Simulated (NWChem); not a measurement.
CH4FNOTi; SMILES [F][Ti](=[N]C)[OH]

```xyz
9

Ti    -0.0244     0.4509    -0.0437
N     -0.0791    -1.2267    -0.0204
C      0.1284    -2.6425     0.0269
H     -0.7240    -3.1612     0.4905
H      0.2447    -3.0483    -0.9892
H      1.0352    -2.9063     0.5920
F      1.5654     1.2785     0.0300
O     -1.6150     1.3373     0.0228
H     -2.5230     1.0085     0.0649
```
Atoms are numbered in this order, from 1.

All runs: NWChem. Pople sets run with spherical d functions. All runs use the structure optimised with B3LYP/6-31G* (spherical d). No frequency run checked for a minimum. B3LYP is NWChem's, with the RPA form of VWN correlation. GIAO values for the isolated, static molecule; σ is the absolute isotropic shielding, δ = σ(reference) − σ with the isolated reference molecule computed at the same levels (13C: tetramethylsilane, 19F: trichlorofluoromethane, 1H: tetramethylsilane, 15N: ammonia, 17O: water).

```tsv
level	σ Ti1 (ppm)	δ N2 (ppm)	δ C3 (ppm)	δ H4 (rotor mean) (ppm)	δ F7 (ppm)	δ O8 (ppm)	δ H9 (ppm)
B3LYP/6-31G*	-431.3	412.7	58.6	2.82	243.1	310.0	10.81
PBE/pcSseg-1	-635.1	432.9	62.8	3.37	261.4	367.5	11.77
PBE0/pcSseg-1	-532.3	481.6	63.4	3.17	220.5	344.2	11.25
```
